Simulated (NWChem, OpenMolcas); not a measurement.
# How basis sets differ on CH5InO2 (SMILES [CH3][In]([OH])[OH])

CH5InO2 has 9 atoms, charge 0, and is taken as a singlet. As SMILES, `[CH3][In]([OH])[OH]`. Geometry: relaxed at PBE0-D4/def2-TZVP. This is one conformer, not always the lowest.

```csv
atom,x (Å),y (Å),z (Å)
C,-0.0866,0.9202,-1.3662
In,0.1229,-0.3361,0.3378
O,1.4408,-1.8060,0.5009
O,-0.8986,-0.3129,2.0486
H,-1.1264,0.9292,-1.6928
H,0.2121,1.9363,-1.1077
H,0.5475,0.5489,-2.1698
H,1.3655,-2.2434,1.3531
H,-1.5771,0.3637,2.0961
```

Each level gives the dipole moment (D). The values are calculated.

```
                               level          kind     program  value (D)
                HF/ANO-RCC-MB (DKH2)  Hartree–Fock  OpenMolcas       2.97
                           HF/STO-3G  Hartree–Fock      NWChem       1.92
                            HF/3-21G  Hartree–Fock  OpenMolcas       3.28
        HF/def2-SVP (core potential)  Hartree–Fock      NWChem       3.42
HF/ANO-RCC-VDZP (DKH2, RICD fitting)  Hartree–Fock  OpenMolcas       3.81
```

All-electron rows without a relativistic Hamiltonian named are non-relativistic, while core potentials hold scalar relativity, so basis and relativity change together. The values span 1.92 to 3.81 D. Magnitudes only. Sets without polarisation functions give poor dipoles.
